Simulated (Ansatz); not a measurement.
Ansatz (a first-principles code) input:

Ansatz 0.2 input:
```yaml
crystal:
  periodic: [false, false, false]
  atoms:
    - {symbol: Mg, position_ang: [0.00044284, 0.00155158, 0.00008705]}
    - {symbol: O, position_ang: [-0.16881874, -0.05431306, 1.76260046]}
    - {symbol: O, position_ang: [0.16692240, 0.04766886, -1.76297324]}
    - {symbol: H, position_ang: [0.14554465, -0.17160218, 2.65193648]}
    - {symbol: H, position_ang: [-0.13568805, 0.20613678, -2.64999887]}
basis:
  gaussian:
    orbitals: def2-SVP
magnetization: {spin_polarized: false}
correlation: {method: ccsd_t, electrons: outside_noble_gas}
```

Q: Predict the final energy.

A: -350.82110 Eh (CCSD(T)/def2-SVP). The basis has 56 functions.
